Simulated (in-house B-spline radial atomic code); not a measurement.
The outermost shell (largest non-relativistic mean radius) with and without relativity; Dirac values are averaged over j. Computed with a B-spline radial code for spherical atoms: non-relativistic Hartree-Fock and Dirac-Hartree-Fock, averages of the configuration (point nuclei without relativity, finite nuclei with it).

```tsv
ion	configuration	outermost shell	radius non-relativistic (bohr)	radius Dirac (bohr)	radius change (%)	level non-relativistic (eV)	level Dirac (eV)	spin-orbit splitting (eV)
Ga4+	[Ar] 3d9	3d	0.7348	0.73736	0.34848	-90.144	-89.554	0.54819
Ge4+	[Ar] 3d10	?	?	?	?	?	?	?
As4+	[Ar] 3d10 4s1	4s	1.7356	1.7111	-1.4119	-60.913	-61.803	-
Se4+	[Ar] 3d10 4s2	?	?	?	?	?	?	?
Br4+	[Ar] 3d10 4s2 4p1	4p	1.7176	1.7092	-0.49241	-58.378	-58.555	0.76628
Kr4+	[Ar] 3d10 4s2 4p2	4p	1.6216	1.6132	-0.51796	-62.628	-62.829	0.9529
```

Question: Fill in the row of Ge4+.

Answer: outermost shell: 3d; radius non-relativistic (bohr): 0.70783; radius Dirac (bohr): 0.71032; radius change (%): 0.35203; level non-relativistic (eV): -93.033; level Dirac (eV): -92.397; spin-orbit splitting (eV): 0.65869.

Question: Fill in the row of Se4+.

Answer: outermost shell: 4s; radius non-relativistic (bohr): 1.6448; radius Dirac (bohr): 1.621; radius change (%): -1.448; level non-relativistic (eV): -64.852; level Dirac (eV): -65.824.

Question: Which member changes most?

Answer: Selenium (Se4+): its 4s shell contracts by 1.4 %.
